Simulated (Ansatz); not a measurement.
`F[SiH]([SiH3])P` + `[OH][AlH2]` → `[AlH2][O]P` + `F[SiH2][SiH3]` at 700 K and 1 bar (cleavage of the P–Si bond).

Gas-phase electronic energies from Ansatz, PBE0-D4/def2-TZVP geometries. CCSD(T)/CBS is the MP2 limit (def2-TZVPP, def2-QZVPP) plus CCSD(T) − MP2 in def2-TZVPP, frozen cores. This one scheme is used for every species. One conformer a species, not always the lowest.

```json
{"species": "`F[SiH]([SiH3])P`", "CCSD(T)/CBS energy (Eh)": "-1022.55000", "H − E (kJ/mol)": "226.2", "S (J/(mol·K))": "489.5"}
{"species": "`[OH][AlH2]`", "CCSD(T)/CBS energy (Eh)": "-319.03157", "H − E (kJ/mol)": "111.2", "S (J/(mol·K))": "312.7"}
{"species": "`[AlH2][O]P`", "CCSD(T)/CBS energy (Eh)": "-660.56673", "H − E (kJ/mol)": "151.3", "S (J/(mol·K))": "404.6"}
{"species": "`F[SiH2][SiH3]`", "CCSD(T)/CBS energy (Eh)": "-681.00067", "H − E (kJ/mol)": "179.4", "S (J/(mol·K))": "406.1"}
```

H − E and S are ideal-gas, rigid-rotor, harmonic terms from PBE0-D4/def2-TZVP, for one conformer and one mirror image of each species. 1 Eh = 2625.50 kJ/mol, R = 8.31446 J/(mol·K).

Problem. By hand: ΔE, ΔH, ΔS and ΔG.

Solution. ΔE = (-660.56673) + (-681.00067) − (-1022.55000) − (-319.03157) = 0.01417 Eh = 37.2 kJ/mol. Δ(H − E) = 151.3 + 179.4 − 226.2 − 111.2 = -6.7, so ΔH = 30.5 kJ/mol. ΔS = 404.6 + 406.1 − 489.5 − 312.7 = 8.5 J/(mol·K). ΔG = 30.5 − 700 × (8.5)/1000 = 24.6 kJ/mol.

Problem. By hand: the equilibrium constant, and the temperature at which ΔG would vanish if ΔH and ΔS stayed fixed.

Solution. log₁₀ K = −ΔG/(RT ln 10) = -1.8. ΔG = 0 at ΔH/ΔS = 3588 K, far beyond where these terms or the molecules hold.

The number of gas molecules stays the same, so ΔS is small and ΔH decides. A doubt of 5 kJ/mol in ΔE shifts log₁₀ K by 0.4 here. Other conformers and mirror images would add mixing entropy, several J/(mol·K) or more a flexible species. Modes under 60 cm⁻¹, often nearly free rotors, make the harmonic entropy too high. These are equilibria of isolated gas molecules and say nothing of rates. Largest T1 diagnostic: 0.014 (customary marks: 0.02 for closed shells, 0.045 for open ones).
